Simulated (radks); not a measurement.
Results of a calculation; reference values are marked as such.
How relativity changes the ionisation of the thallium ion Tl+ ([Hg]) to Tl2+ ([Xe] 4f14 5d10 6s1). Spin-unpolarised spherical Kohn-Sham, LDA (Slater exchange, Perdew-Wang correlation), point nucleus unless stated (finite: rms radius 5.4759 fm), a radial shooting solver on a logarithmic mesh with Libxc functionals. A level marked "c x" has the speed of light scaled by that factor.

\begin{tabular}{lrrrrr}
level & E(Tl+) (hartree) & E(Tl2+) (hartree) & IE (eV) & HOMO & <r> HOMO (bohr) \\ \hline
non-rel. & -18956.7195 & -18956.0489 & 18.249 & 6s & 2.671 \\
scalar-rel. & -20234.7735 & -20233.9946 & 21.195 & 6s & 2.377 \\
scalar-rel., finite nucleus & -20229.5415 & -20228.7631 & 21.184 & 6s & 2.378 \\
Dirac & -20277.6211 & -20276.8422 & 21.197 & 6s1/2 & 2.378 \\
Dirac, finite nucleus & -20272.3238 & -20271.5452 & 21.186 & 6s1/2 & 2.379 \\
Dirac, c x 0.75 & -21848.7813 & -21847.8421 & 25.555 & 5d5/2 & 1.466 \\
Dirac, c x 1.5 & -19481.6968 & -19480.9859 & 19.345 & 6s1/2 & 2.549 \\
Dirac, c x 5 & -19000.7881 & -19000.1142 & 18.337 & 6s1/2 & 2.660 \\
\end{tabular}

NIST Atomic Spectra Database: 20.428 eV (measured). The relativistic part of the total energy of Tl+ is -1316 hartree (Dirac, finite nucleus), 6.9 % of the non-relativistic value. Spin polarisation and multiplet splitting of open shells are left out at every level.

Beside tabulated values, note that relativity, absent from the non-relativistic runs, is large for the heavy elements, and spin-unpolarised runs miss the spin-polarisation part of the exchange energy of open shells, and scalar-relativistic runs lack spin-orbit coupling.
